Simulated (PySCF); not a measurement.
sulfur hexafluoride (F₆S), singlet, at a GFN2-xTB geometry; DF-SVWN5/6-31+G* in PySCF.

PySCF was given this input:
```python
from pyscf import gto, scf, dft

mol = gto.Mole()
mol.atom = '''
    F     0.605832   -0.461654   -1.396116
    S     0.000000    0.000000    0.000000
    F     1.298200   -0.541243    0.742315
    F    -0.690610   -1.422403    0.170662
    F    -1.298200    0.541243   -0.742315
    F     0.690610    1.422403   -0.170662
    F    -0.605832    0.461654    1.396116
'''
mol.basis = '6-31+g*'
mol.charge = 0
mol.spin = 0
mol.verbose = 3
mol.build()

mf = dft.RKS(mol)
mf.xc = 'lda,vwn'
mf = mf.density_fit(auxbasis='def2-universal-jkfit')
mf.kernel()
mf.analyze()
```

What the program printed (banner, timings and long lists left out):

```
converged SCF energy = -992.046656909787
**** MO energy ****
MO #1   energy= -88.1655407558007  occ= 2
MO #2   energy= -24.1849474194258  occ= 2
MO #3   energy= -24.1848073736377  occ= 2
MO #4   energy= -24.184791151949   occ= 2
MO #5   energy= -24.1847891485764  occ= 2
MO #6   energy= -24.1847610239989  occ= 2
MO #7   energy= -24.1847498253813  occ= 2
MO #8   energy= -8.02760428356683  occ= 2
MO #9   energy= -6.08646481531563  occ= 2
MO #10  energy= -6.08646434227717  occ= 2
MO #11  energy= -6.0864639201229   occ= 2
MO #12  energy= -1.31223430092381  occ= 2
MO #13  energy= -1.19031367017879  occ= 2
MO #14  energy= -1.19030718727735  occ= 2
MO #15  energy= -1.1903059133198   occ= 2
MO #16  energy= -1.13926329095303  occ= 2
MO #17  energy= -1.13925788483253  occ= 2
MO #18  energy= -0.768590012394133 occ= 2
MO #19  energy= -0.627692206418902 occ= 2
MO #20  energy= -0.627687478379272 occ= 2
MO #21  energy= -0.627686624670733 occ= 2
MO #22  energy= -0.512052925843129 occ= 2
MO #23  energy= -0.512051465353877 occ= 2
MO #24  energy= -0.512048487617277 occ= 2
MO #25  energy= -0.499296491974411 occ= 2
MO #26  energy= -0.499291028436375 occ= 2
MO #27  energy= -0.433477075751799 occ= 2
MO #28  energy= -0.433476447484161 occ= 2
MO #29  energy= -0.433475905574173 occ= 2
MO #30  energy= -0.424909124076431 occ= 2
MO #31  energy= -0.424907953300832 occ= 2
MO #32  energy= -0.424905562351655 occ= 2
MO #33  energy= -0.387027912405146 occ= 2
MO #34  energy= -0.38702605247183  occ= 2
MO #35  energy= -0.38702212276019  occ= 2
MO #36  energy= -0.150060980260561 occ= 0
MO #37  energy= 0.0125759351283753 occ= 0
MO #38  energy= 0.0125783808863747 occ= 0
MO #39  energy= 0.0125789857112627 occ= 0
MO #40  energy= 0.0141744665945889 occ= 0
MO #41  energy= 0.0505765418789364 occ= 0
MO #42  energy= 0.0505781007390896 occ= 0
MO #43  energy= 0.0505784185993392 occ= 0
 ** Mulliken atomic charges  **
charge of    0F =     -0.38457
charge of    1S =      2.30743
charge of    2F =     -0.38458
charge of    3F =     -0.38456
charge of    4F =     -0.38458
charge of    5F =     -0.38456
charge of    6F =     -0.38457
Dipole moment(X, Y, Z, Debye): -0.00000, -0.00000,  0.00000
```
